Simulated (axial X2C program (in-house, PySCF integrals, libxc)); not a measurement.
Correcting the dissociation energy of TeSe⁺ for spin–orbit coupling

A spin-free CCSD(T) curve (one-electron X2C) was computed with an axial X2C code built on PySCF integrals, basis Te dyall-cv3z [11s12p8d4f1g], Se dyall-cv3z [8s9p6d4f1g] (cores contracted in-house), for the state M_S = 1/2, Λ = 1 (beyond evenly filled blocks: π+α). It gives D0 = 3.019 eV to Te+ + Se, which in a spin-free picture are the weighted means of the ground terms.

Correlated methods: 11 electrons correlated (number of frozen shells: Te 4 s, 3 p, 2 d; Se 3 s, 2 p, 1 d), 271 virtual spin orbitals or spinors in MP2, 90 natural virtuals in coupled cluster.

Measured levels of the ground terms (NIST Handbook of Basic Atomic Spectroscopic Data), in cm⁻¹: Te+ 4S: J = 3/2 at 0; Se 3P: J = 2 at 0, J = 1 at 1989.5, J = 0 at 2534.4.

The two components of the molecular doublet are 3501 cm⁻¹ apart in the PBE0 2c search (Ω = 1/2 lower), so the lower one lies 1750 cm⁻¹ under their mean.

Question: How far does each ground level lie under the (2J+1)-weighted mean of its term?

Answer: Te+: a single level, 0; Se: (5 × 0 + 3 × 1989.5 + 1 × 2534.4)/9 = 945 cm⁻¹.

Question: Correct D0.

Answer: D0 = 3.019 + (1750 − 945)/8065.5 = 3.119 eV at CCSD(T) with these spin–orbit terms.

Second-order spin–orbit effects in the molecule, which grow quickly with Z, are left out. The state is one determinant whose occupation by symmetry is held fixed; it was picked as the lowest of a PBE0 search that is not exhaustive. Dissociation energies refer to the lowest single-determinant-based atoms at the same level and basis. Coupled cluster ran in a truncated set of natural virtual spinors; the MP2 energy of the rest was added. (T) has no such correction and the atoms are truncated less, which lowers De at CCSD(T) by a hundredth of an eV or more. With the outer-core shells frozen, correlated bond lengths of heavy atoms tend to come out a few hundredths of an ångström too long.
